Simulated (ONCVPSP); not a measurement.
Transferability test, ONCV potential for Rb

- Element: rubidium
- Generator: ONCVPSP 4.0.1
- Type: optimised norm-conserving Vanderbilt (ONCV)
- Functional: LDA (Perdew-Wang 92)
- Relativity: scalar-relativistic
- Frozen core: [Ar] 3d10
- Valence charge: 9
- Reference configuration: 4s2 4p6 5s1
- Partial waves: 4s+5s: rc 2.35 bohr, ncon 3, nbas 8, qcut 6.8 1/bohr, 2 projectors; 4p: rc 2.65 bohr, ncon 4, nbas 8, qcut 4.9 1/bohr, 3 projectors, debl 5.3 Ha; d scattering state at 0.24 Ha: rc 2.30 bohr, ncon 4, nbas 8, qcut 3.6 1/bohr, 2 projectors, debl 1.7 Ha
- Local potential: polynomial inside 1.95 bohr (lpopt 1, dvloc0 0 Ha)
- Core correction: Teter function, fcfact 5.25, rcfact 1.1

Energies are relative to the spin-unpolarised reference configuration 4s2 4p6 5s1; without spin polarisation the order of configurations can differ from experiment.

Task: Give the all-electron excitation energy and the error of the potential for: 4s2 4p6 5s0; 4s2 4p6 5s0.5; 4s2 4p6 5s0 5p1; 4s1 4p6 5s1.

Result:

```csv
valence configuration,charge,ΔE all-electron (eV),error AE − PS (meV)
4s2 4p6 5s0,+1,4.274,-0.1
4s2 4p6 5s0.5,+0.5,1.658,0.0
4s2 4p6 5s0 5p1,0,1.618,+4.3
4s1 4p6 5s1,+1,37.841,-27
```
